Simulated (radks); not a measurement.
Q: S, configuration [Ne] 3s2 3p2 4s2 (not the ground configuration). Method: Dirac Kohn-Sham, LDA (Slater exchange, Perdew-Wang correlation), spin-unpolarised, spherical densities, finite nucleus; open shells are shared between the two j in proportion to 2j + 1; Fermi nuclear charge, rms radius 3.2611 fm; computed with a radial shooting solver on a logarithmic mesh with Libxc functionals. Some entries of the table are withheld. Estimate them.

orbital      occ.  eigenvalue (Ry)  <r^2> (bohr^2)  <r> (bohr)
1s1/2           2        -177.1665         0.01270     0.09715
2s1/2           2        -16.43718          0.2748      0.4804
2p1/2           2              (1)          0.2435      0.4411
2p3/2           4              (2)          0.2459      0.4434
3s1/2           2         -1.98889           2.929       1.593
3p1/2    0.666667         -1.17519             (3)         (4)
3p3/2     1.33333         -1.16687             (5)         (6)
4s1/2           2              (7)           26.79       4.853

A: 
(1) 2p1/2 eigenvalue (Ry): -12.51510
(2) 2p3/2 eigenvalue (Ry): -12.42221
(3) 3p1/2 <r^2> (bohr^2): 3.851
(4) 3p1/2 <r> (bohr): 1.809
(5) 3p3/2 <r^2> (bohr^2): 3.879
(6) 3p3/2 <r> (bohr): 1.816
(7) 4s1/2 eigenvalue (Ry): -0.23486
